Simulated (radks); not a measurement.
Species: the tungsten ion W29+. Configuration: [Kr] 4d9. Calculated with a radial shooting solver on a logarithmic mesh with Libxc functionals: non-relativistic Kohn-Sham, TPSS, spin-polarised, spherical densities, point nucleus; open shells are filled with parallel spins first (spin-orbit coupling, left out, can overturn this in heavy ions); meta-GGA in the generalised Kohn-Sham scheme; relativity is left out, which matters for an element this heavy.

Unscreened Slater integrals over Kohn-Sham orbitals (hartree). They are taken over the spin-up orbitals. Empty in this configuration: 5s.

integral      value
F0(4d,4d)    2.0071
F2(4d,4d)    1.0303
F4(4d,4d)   0.70083
F0(4d,4p)    1.9916
F2(4d,4p)    1.0284
G1(4d,4p)    1.2692
G3(4d,4p)   0.81569
F0(4d,4s)    1.9903
G2(4d,4s)   0.97863
F0(4d,5s)    1.3266
G2(4d,5s)   0.13675
F0(4p,4p)    1.9817
F2(4p,4p)    1.0419
F0(4p,4s)    1.9804
G1(4p,4s)    1.3445
F0(4p,5s)    1.3233
G1(4p,5s)   0.13009
F0(4s,4s)    1.9801
F0(4s,5s)    1.3228
G0(4s,5s)  0.095256
F0(5s,5s)    1.1041

Derived for the open shells (J is the average intra-shell exchange parameter used in DFT+U). 4d: Racah B = F2/49 - 5 F4/441 = 0.01308 hartree, C = 35 F4/441 = 0.05562 hartree, C/B = 4.25, F4/F2 = 0.680, J = (F2 + F4)/14 = 0.1237 hartree.
